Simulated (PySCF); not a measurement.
Cartesian coordinates in Å; atom numbers follow the order of the lines, from 1:
```xyz
6

As   -0.086   -0.802   -0.927
As    0.086    0.804    0.925
H    -1.248   -1.530   -0.255
H    -1.054    0.103   -1.687
H     1.049   -0.104    1.688
H     1.253    1.529    0.256
```

Geometry: PBE0-D3(BJ)/def2-SVP; GIAO absolute shieldings from PySCF, gas phase, non-relativistic, averaged over equivalent atoms.

At wB97X-D/pcSseg-1 (102 basis functions, 6.2 s wall time on 1 thread of an Arm Neoverse V2, shared host):
| atoms | σ (ppm) |
| --- | --- |
| As1/As2 | 1811.6 |
| H3/H4/H5/H6 | 28.89 |

Estimate the result of repeating the calculation with PBE0/pcSseg-1.

Results:


| atoms | σ at PBE0/pcSseg-1 | change |
| --- | --- | --- |
| As1/As2 | 1816.4 | +4.8 |
| H3/H4/H5/H6 | 28.73 | -0.16 |

The largest change is at As1/As2 (arsenic bonded to As, 2 H). Cost: 102 basis functions, 5.1 s wall time on 1 thread of an Arm Neoverse V2, shared host.

Relativistic effects, spin–orbit coupling among them, are left out; they matter for As and for the light atoms bonded to it.
